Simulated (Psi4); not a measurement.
F$_{4}$Ge, singlet, geometry from GFN2-xTB; TPSS/3-21G (Psi4).

Input for Psi4:
```
memory 2 GB

molecule {
0 1
  F     1.28249365   -1.06843622   -0.11172530
  Ge   -0.00000000   -0.00000000   -0.00000000
  F     0.58041552    1.56903814    0.00809899
  F    -1.01772117   -0.21135552   -1.31087792
  F    -0.84518800   -0.28924641    1.41450423
symmetry cs
}

set basis 3-21g

energy('tpss')
print_variables()
```

Output, abridged:

```
Traceback (most recent call last):
  File "psi4", line 375, in <module>
  File "<string>", line 26, in <module>
  File "site-packages/psi4/driver/driver.py", line 533, in energy
  File "site-packages/psi4/driver/procrouting/proc.py", line 2760, in run_scf
  File "site-packages/psi4/driver/procrouting/proc.py", line 1934, in scf_helper
  File "site-packages/psi4/driver/p4util/python_helpers.py", line 229, in _core_wavefunction_build
  File "site-packages/psi4/driver/p4util/python_helpers.py", line 169, in _pybuild_basis
  File "site-packages/psi4/driver/qcdb/libmintsbasisset.py", line 683, in pyconstruct
  File "site-packages/psi4/driver/qcdb/molecule.py", line 147, in __init__
  File "site-packages/psi4/driver/qcdb/molecule.py", line 1815, in _internal_from_dict
  File "site-packages/psi4/driver/qcdb/libmintsmolecule.py", line 1570, in update_geometry
  File "site-packages/psi4/driver/qcdb/libmintsmolecule.py", line 2423, in find_point_group
  File "site-packages/psi4/driver/qcdb/libmintsmolecule.py", line 2523, in find_highest_point_group
  File "site-packages/psi4/driver/qcdb/libmintspointgrp.py", line 1530, in __init__
  File "site-packages/psi4/driver/qcdb/libmintspointgrp.py", line 1573, in constructor_bits
  File "site-packages/psi4/driver/qcdb/libmintspointgrp.py", line 1755, in bits_to_basic_name

psi4.driver.qcdb.exceptions.ValidationError: Unrecognized point group bits: 65

Printing out the relevant lines from the Psithon --> Python processed input file:
      F    -0.84518800   -0.28924641    1.41450423
    symmetry cs
    """)
    core.IO.set_default_namespace("")
    core.set_global_option("BASIS", "3-21g")
--> energy('tpss')
    print_variables()

!------------------------------------!
!                                    !
!  Unrecognized point group bits: 65 !
!                                    !
!------------------------------------!

QcdbException: Unrecognized point group bits: 65
```

The program refused the input.
